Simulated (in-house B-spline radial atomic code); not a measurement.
Values are calculated unless marked as measured or tabulated.
# Correlation energy from the adiabatic connection: −V exp(−r²/w²), V = 4.89, w = 9.18

Two electrons in a singlet, external potential −V exp(−r²/w²), V = 4.89, w = 9.18 (atomic units). Full CI in B-splines (partial waves to l = 8, correlation up to 0.6 % small) with the density held fixed gives W(λ) = <V_ee>_λ − U, and E_c is the integral of W(λ) − W(0) from 0 to 1.

```csv
λ,W(λ) − W(0) (hartree)
0,0.00000
0.02,-0.00200
0.05,-0.00491
0.12,-0.01133
0.25,-0.02197
0.4,-0.03251
0.6,-0.04423
0.8,-0.05387
1,-0.06192
```

**Question.** Integrate the table by the trapezoid rule.

**Answer.** The strips give -0.00002, -0.00010, -0.00057, -0.00216, -0.00409, -0.00767, -0.00981, -0.01158, which sum to -0.03601 hartree. The direct value, W(1) − W(0) + T_c with T_c = 0.02578, is -0.03614; the curve is convex, so chords lie above it and the trapezoids fall short in size by 0.37 %.

**Question.** Now use only three numbers: W(0) = -0.40694, the initial slope W'(0) = -0.1011 (extrapolated from the first points) and the strong-coupling limit of the point-charge-plus-continuum model, W∞ = -0.55521. What do second-order theory and the interpolation W(λ) = W∞ + (W(0) − W∞)/√(1 + 2χλ) of Seidl, Perdew and Levy give?

**Answer.** Second order keeps the slope alone: E_c = W'(0)/2 = -0.05055, +40 % in size against -0.03614. Matching the slope fixes χ = W'(0)/(W∞ − W(0)) = -0.1011/(-0.14827) = 0.68186. Integrating, with s = √(1 + 2χ) = 1.537442, E_c = −(W(0) − W∞)(s − 1)/(s + 1) = −0.14827 × 0.537442/2.537442 = -0.03140 hartree, -13.1 % in size against the full result. At λ = 1 the formula gives W − W(0) = -0.05183 against -0.06192. Part of the miss can come from the model's W∞.
